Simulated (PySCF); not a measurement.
**Two-component Hartree-Fock for Pd¹⁸⁺ (palladium, charge +18)**

Start: [Ar] 3d10. Calculated with PySCF 2.14 in an uncontracted even-tempered set (17 s from 1.9 bohr⁻², ratio 2.8; 13 p from 2.4 bohr⁻², ratio 2.8; 8 d from 2.4 bohr⁻², ratio 2.8; 4 f from 12 bohr⁻², ratio 3): generalised Hartree-Fock with the X2C-1e Hamiltonian and a Gaussian nucleus; one run each with spin-orbit coupling (SO) switched off, then screened by Boettger's factors.

```
spinor shell  electrons  ε, spin-free (eV)  ε, screened SO (eV)  weight of nominal j (screened SO)  rms radius, screened SO (bohr)
       1s1/2          2           -24966.7             -24965.2                              1.000                          0.0365
       2s1/2          2            -4135.5              -4135.1                              1.000                           0.150
       2p1/2          2            -3752.2              -3862.8                              1.000                           0.130
       2p3/2          4            -3752.2              -3701.1                              1.000                           0.135
       3s1/2          2            -1148.6              -1148.5                              1.000                           0.400
       3p1/2          2            -1019.5              -1040.0                              1.000                           0.394
       3d3/2          4            -817.25              -820.78                              1.000                           0.376
       3d5/2          6            -817.25              -814.82                              1.000                           0.379
```

**Question.** Where does 3p3/2 lie, and what is the 3p spin-orbit splitting (screened SO)?

**Answer.** At -1010.0 eV, 30.047 eV above 3p1/2.

| quantity | spin-free | screened SO |
| --- | --- | --- |
| E (hartree) | -4914.92495 | -4915.76791 |
| M_J | 0 | 0 |
| ⟨J²⟩ | 0.000 | 0.000 |
| ⟨L²⟩ | 0.000 | 0.008 |
| ⟨S²⟩ | 0.000 | 0.008 |

Breit and QED terms are absent; they matter most for the inner s and p1/2 levels.

Densities and radii are taken from the X2C orbitals without a picture-change correction, which distorts them close to the nucleus.

Without spin-orbit coupling the j labels of p, d and f shells carry no meaning; the spin-free column gives the mean over the occupied spinors of each nl shell.
